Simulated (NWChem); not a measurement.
System: CH$_{3}$ClOSi, singlet; SMILES O(C)[Si]Cl

NWChem input:

```
start job
memory heap 200 mb stack 900 mb global 1100 mb
geometry units angstroms noautoz
  Si     1.127177     0.120320    -0.000310
  Cl    -0.487722     1.505819     0.000044
  O      0.339752    -1.326480     0.000232
  C     -0.991694    -1.776848     0.001232
  H     -1.702758    -0.935626    -0.002419
  H     -1.164630    -2.401805    -0.888614
  H     -1.165841    -2.394815     0.895683
end
basis spherical
  * library def2-svp
end
dft
  xc n12
  iterations 150
  mulliken
end
task dft energy
```

Parts of the log:

```
             Northwest Computational Chemistry Package (NWChem) 7.3.0
             --------------------------------------------------------

 C1  symmetry detected

                             Geometry "geometry" -> ""
                             -------------------------

 Output coordinates in angstroms (scale by  1.889725989 to convert to a.u.)

  No.       Tag          Charge          X              Y              Z
 ---- ---------------- ---------- -------------- -------------- --------------
    1 Si                  14.0000     1.12370149     0.10221748     0.00005529
    2 Cl                  17.0000    -0.47591987     1.50532755    -0.00002492
    3 O                    8.0000     0.32047125    -1.33586798    -0.00016232
    4 C                    6.0000    -1.01582976    -1.77162059     0.00006853
    5 H                    1.0000    -1.71763207    -0.92265709    -0.00371398
    6 H                    1.0000    -1.19516408    -2.39442028    -0.89002346
    7 H                    1.0000    -1.19717835    -2.38786843     0.89427448

 Effective nuclear repulsion energy (a.u.)     199.6023072251

                                 NWChem DFT Module
                                 -----------------

 Summary of "ao basis" -> "ao basis" (spherical)
 ------------------------------------------------------------------------------
       Tag                 Description            Shells   Functions and Types
 ---------------- ------------------------------  ------  ---------------------
 Si                         def2-svp                 8       18   4s3p1d
 Cl                         def2-svp                 8       18   4s3p1d
 O                          def2-svp                 6       14   3s2p1d
 C                          def2-svp                 6       14   3s2p1d
 H                          def2-svp                 3        5   2s1p

            General Information
            -------------------
          SCF calculation type: DFT
          Wavefunction type:  closed shell.
          No. of atoms     :     7
          No. of electrons :    48
           Alpha electrons :    24
            Beta electrons :    24
          Charge           :     0
          Spin multiplicity:     1
          Use of symmetry is: off; symmetry adaption is: off
          Maximum number of iterations: 150
          AO basis - number of functions:    79
                     number of shells:    37
          Convergence on energy requested:  1.00D-06
          Convergence on density requested:  1.00D-05
          Convergence on gradient requested:  5.00D-04

              XC Information
              --------------
                          N12 Method XC Functional
                           N12 Exchange Functional  1.000
                         N12 Correlation Potential  1.000

             Grid Information
             ----------------
          Grid used for XC integration:  medium
          Radial quadrature: Mura-Knowles
          Angular quadrature: Lebedev.
          Tag              B.-S. Rad. Rad. Pts. Rad. Cut. Ang. Pts.
          ---              ---------- --------- --------- ---------
          Si                  1.10       88          10.0       590
          Cl                  1.00       88          11.0       590
          O                   0.60       49           8.0       434
          C                   0.70       49          10.0       434
          H                   0.35       45          11.0       434
          Grid pruning is: on
          Number of quadrature shells:   409
          Spatial weights used:  Erf1

      Superposition of Atomic Density Guess
      -------------------------------------

 Sum of atomic energies:        -861.87586496

      Non-variational initial energy
      ------------------------------

 Total energy =    -863.090381
 1-e energy   =   -1587.786391
 2-e energy   =     525.093702
 HOMO         =      -0.277629
 LUMO         =      -0.022123

     ---------------------------------------------
      Total Density - Mulliken Population Analysis
     ---------------------------------------------

    Atom       Charge   Shell Charges
 -----------   ------   -------------------------------------------------------
    1 Si  14    13.04   2.00  1.99  1.22  0.62  5.93  0.60  0.52  0.16
    2 Cl  17    17.50   2.00  1.99  1.23  0.72  5.94  2.18  3.43  0.01
    3 O    8     8.79   1.99  1.11  0.66  3.05  1.98  0.01
    4 C    6     5.87   1.99  0.92  0.22  1.85  0.85  0.05
    5 H    1     0.94   0.69  0.22  0.02
    6 H    1     0.93   0.69  0.21  0.02
    7 H    1     0.93   0.69  0.21  0.02

   convergence    iter        energy       DeltaE   RMS-Dens  Diis-err
 ---------------- ----- ----------------- --------- --------- ---------
 d= 0,ls=0.0,diis     1   -864.3979946856 -1.06D+03  1.83D-02  6.40D-01
 d= 0,ls=0.0,diis     2   -864.2714278975  1.27D-01  1.21D-02  1.66D+00
 d= 0,ls=0.0,diis     3   -864.4470516747 -1.76D-01  5.05D-03  2.26D-01
 d= 0,ls=0.0,diis     4   -864.4647128583 -1.77D-02  2.74D-03  4.13D-02
 d= 0,ls=0.0,diis     5   -864.4706734198 -5.96D-03  7.99D-04  2.91D-03
  Resetting Diis
 d= 0,ls=0.0,diis     6   -864.4711009837 -4.28D-04  1.73D-04  1.77D-04
 d= 0,ls=0.0,diis     7   -864.4711253502 -2.44D-05  1.16D-04  1.44D-05
 d= 0,ls=0.0,diis     8   -864.4711201046  5.25D-06  6.80D-05  5.64D-05
 d= 0,ls=0.0,diis     9   -864.4711272946 -7.19D-06  1.41D-05  2.94D-06
 d= 0,ls=0.0,diis    10   -864.4711275848 -2.90D-07  3.74D-06  8.56D-08

         Total DFT energy =     -864.471127584821
      One electron energy =    -1591.853476048529
           Coulomb energy =      592.136429660337
    Exchange-Corr. energy =      -64.356388421680
 Nuclear repulsion energy =      199.602307225050

 Numeric. integr. density =       48.000004153772

                       DFT Final Molecular Orbital Analysis
                       ------------------------------------

 Vector   22  Occ=2.000000D+00  E=-2.682249D-01
              MO Center= -2.2D-01,  2.1D-01,  3.8D-03, r^2= 3.4D+00
   Bfn.  Coefficient  Atom+Function         Bfn.  Coefficient  Atom+Function
  ----- ------------  ---------------      ----- ------------  ---------------
    30      0.446192  2 Cl py                27      0.356395  2 Cl py
    41      0.357597  3 O  py                44      0.231439  3 O  py
    40     -0.208009  3 O  px                24      0.200999  2 Cl py
    43     -0.154540  3 O  px                66     -0.151214  5 H  s
    65     -0.138339  5 H  s                 29      0.130740  2 Cl px

 Vector   23  Occ=2.000000D+00  E=-2.677792D-01
              MO Center= -2.5D-01, -1.7D-01, -3.6D-03, r^2= 3.6D+00
   Bfn.  Coefficient  Atom+Function         Bfn.  Coefficient  Atom+Function
  ----- ------------  ---------------      ----- ------------  ---------------
    31      0.436522  2 Cl pz                42     -0.419713  3 O  pz
    28      0.335117  2 Cl pz                45     -0.303119  3 O  pz
    25      0.190266  2 Cl pz                56      0.163701  4 C  pz
    70     -0.162190  6 H  s                 75      0.158523  7 H  s
    71     -0.090300  6 H  s                 76      0.088475  7 H  s

 Vector   24  Occ=2.000000D+00  E=-2.240466D-01
              MO Center=  1.0D+00,  4.2D-01,  1.1D-05, r^2= 3.0D+00
   Bfn.  Coefficient  Atom+Function         Bfn.  Coefficient  Atom+Function
  ----- ------------  ---------------      ----- ------------  ---------------
     3      0.509166  1 Si s                  4      0.376109  1 Si s
    29     -0.375504  2 Cl px                 2      0.298281  1 Si s
    26     -0.283061  2 Cl px                 8      0.252650  1 Si px
    11      0.223134  1 Si px                39     -0.176417  3 O  s
    23     -0.157903  2 Cl px                 5     -0.131008  1 Si px

 Vector   25  Occ=0.000000D+00  E=-9.011313D-02
              MO Center=  9.7D-01,  9.8D-02,  2.7D-04, r^2= 2.9D+00
   Bfn.  Coefficient  Atom+Function         Bfn.  Coefficient  Atom+Function
  ----- ------------  ---------------      ----- ------------  ---------------
    13      0.664684  1 Si pz                10      0.448244  1 Si pz
    42     -0.260818  3 O  pz                31     -0.257943  2 Cl pz
    45     -0.228272  3 O  pz                 7     -0.214695  1 Si pz
    28     -0.163499  2 Cl pz                76      0.106024  7 H  s
    71     -0.105293  6 H  s                 25     -0.090172  2 Cl pz

 Vector   26  Occ=0.000000D+00  E= 4.460313D-03
              MO Center=  1.1D+00,  6.8D-02, -6.2D-06, r^2= 3.7D+00
   Bfn.  Coefficient  Atom+Function         Bfn.  Coefficient  Atom+Function
  ----- ------------  ---------------      ----- ------------  ---------------
    12      0.868118  1 Si py                39      0.495565  3 O  s
    22     -0.404999  2 Cl s                 29     -0.396953  2 Cl px
     9      0.362743  1 Si py                11     -0.363626  1 Si px
    53     -0.294193  4 C  s                 66      0.227878  5 H  s
    30      0.205346  2 Cl py                26     -0.179694  2 Cl px

 Vector   27  Occ=0.000000D+00  E= 3.617553D-02
              MO Center=  2.1D-01, -4.0D-01,  8.6D-04, r^2= 4.9D+00
   Bfn.  Coefficient  Atom+Function         Bfn.  Coefficient  Atom+Function
  ----- ------------  ---------------      ----- ------------  ---------------
    53      1.085963  4 C  s                 11      0.830893  1 Si px
     4     -0.695478  1 Si s                 39      0.594684  3 O  s
    76     -0.552733  7 H  s                 71     -0.549825  6 H  s
    30     -0.388908  2 Cl py                66     -0.387600  5 H  s
    12      0.369639  1 Si py                22      0.332970  2 Cl s

     ---------------------------------------------
      Total Density - Mulliken Population Analysis
     ---------------------------------------------

[...]
```

Level: N12/def2-SVP. Low-valent species are run as closed-shell singlets; no triplet was tried in these runs. All runs use the structure optimised with PBE0/def2-SVP.
